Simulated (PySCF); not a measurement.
Al(H) cation (AlH), SMILES [AlH] (connectivity only; charge and spin as stated), charge +1, multiplicity 2. Geometry: B3LYP-D3(BJ)/def2-TZVPD. The spin state was assumed, not searched.

Method: B3LYP-D3(BJ)/def2-TZVPD run with PySCF 2.14.0.

Harmonic wavenumbers (cm⁻¹): 1612. Rotational constants (GHz): 197.4 (linear); symmetry number 1.

**Question.** Work out the zero-point energy and the ideal-gas rigid-rotor harmonic-oscillator thermochemistry at 298.15 K and 1 atm.

**Answer.** ZPE = ½ Σ hcν = ½ × 1612 cm⁻¹ = 9.64 kJ/mol. H − E(el) = 18.33 kJ/mol. Entropy in J/(mol K): translation 150.30, rotation 36.99, vibration 0.03, spin 5.76, total 193.09. G − E(el) = -39.24 kJ/mol. Cp = 29.31 J/(mol K).
